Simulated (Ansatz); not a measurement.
`CO[AsH]`, charge 0, multiplicity 2.

Q: Give a relaxed structure at PBE0-D4/def2-TZVP (the Gaussian-basis code of Ansatz). (An estimate is asked.)

A: Ansatz gave: 
Z-matrix (Å, degrees):
```
C
O 1 1.410
H 1 1.095 2 111.5
H 1 1.095 2 111.5 3 121.7
H 1 1.092 2 107.5 3 -119.1
As 2 1.778 1 120.9 3 -60.9
H 6 1.540 2 96.4 1 -0.1
```
Point group Cs.
